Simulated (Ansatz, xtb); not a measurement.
**Two isomers of C7H3NS**

Structure a is `C#Cc1ccc(C#N)s1`, a singlet and structure b is `C#Cc1cc(C#N)cs1`, a singlet. Both are isolated molecules in the gas phase, relaxed with PBE-D3(BJ)/def2-SVP.

a (Å):

| atom | x (Å) | y (Å) | z (Å) |
| --- | --- | --- | --- |
| C | -2.5372 | 0.2032 | 2.3988 |
| C | -1.7065 | -0.0033 | 1.5199 |
| C | -0.7428 | -0.2400 | 0.5163 |
| C | -0.9423 | -0.4669 | -0.8500 |
| C | 0.2617 | -0.6676 | -1.5617 |
| C | 1.3924 | -0.5956 | -0.7440 |
| C | 2.7490 | -0.7472 | -1.1201 |
| N | 3.8767 | -0.8729 | -1.4305 |
| S | 0.9606 | -0.2770 | 0.9187 |
| H | -3.2735 | 0.3845 | 3.1698 |
| H | -1.9434 | -0.4826 | -1.2992 |
| H | 0.3272 | -0.8607 | -2.6402 |

b (Å):

```xyz
12

C    -1.6207    0.2953    2.9953
C    -1.1916    0.0956    1.8638
C    -0.7129   -0.1285    0.5541
C     0.5191   -0.6295    0.1485
C     0.6399   -0.7141   -1.2768
C     1.8011   -1.1939   -1.9560
C    -0.5079   -0.2738   -1.9381
N     2.7579   -1.5891   -2.5103
S    -1.7230    0.2380   -0.8406
H    -1.9910    0.4685    3.9963
H     1.3071   -0.9253    0.8518
H    -0.6749   -0.2349   -3.0210
```

Energies in hartree; the thermal terms are from GFN2-xTB frequencies at re-optimised GFN2-xTB minima (ideal gas, soft modes damped towards free rotors, one conformer each, 298.15 K, 1 atm) and include the zero-point energy:

```
                              a           b
E, CCSD(T)/def2-SVP  −719.598908  −719.600175
    E, MP2/def2-SVP  −719.511879  −719.512068
  E, MP2/def2-TZVPP  −720.265988  −720.266561
  zero-point energy     0.072344     0.072289
       H(298 K) − E     0.081631     0.081552
       G(298 K) − E     0.038909     0.038824
```

Correct the CCSD(T) difference for the basis set by the MP2 change, then work out ΔE, ΔE₀, ΔH and ΔG for a → b in kJ/mol (1 Eh = 2625.50 kJ/mol) and the equilibrium ratio [b]/[a].

1. Differences b − a: CCSD(T) −0.001267, MP2 in the small set −0.000189, MP2 in the large set −0.000573 Eh.
2. ΔE = −0.001267 + (−0.000573 − (−0.000189)) = −0.001651 Eh = −4.33 kJ/mol.
3. ΔE₀ = ΔE + ΔZPE = −0.001651 + (−0.000055) Eh = −4.48 kJ/mol.
4. ΔH = ΔE + (−0.000079) Eh = −4.54 kJ/mol.
5. ΔG = ΔE + (−0.000085) Eh = −4.56 kJ/mol, so ΔS = (ΔH − ΔG)/T = +0.1 J/(mol K).
6. kT = 0.9442 mEh, so K = [b]/[a] = exp(−ΔG/kT) = exp(+1.84) ≈ 6.3.

The sums favour b, but ΔE leans on the basis-set step (CCSD(T) alone has the other sign or is under 1 kcal/mol), so the order isn't settled. An error of 4 kJ/mol in ΔG would change K by a factor of 5. PBE-D3(BJ)/def2-SVP gave ΔE the other sign. Mirror images and further conformers aren't counted.

As drawn, both hold the same kinds of bond in the same numbers.

Other levels gave ΔE = +1.9 (GFN2-xTB); −3.0 (HF/STO-3G, GFN2-xTB geometries); +1.9 (r2SCAN-D4/def2-SVP, GFN2-xTB geometries); +2.2 (PBE-D3(BJ)/def2-SVP); −7.8 (HF/def2-SVP); −0.5 (MP2/def2-SVP); −3.3 (CCSD(T)/def2-SVP) kJ/mol. The correlated steps freeze 13 core orbitals. Programs: Ansatz 0.2.0, xtb 6.7.1.
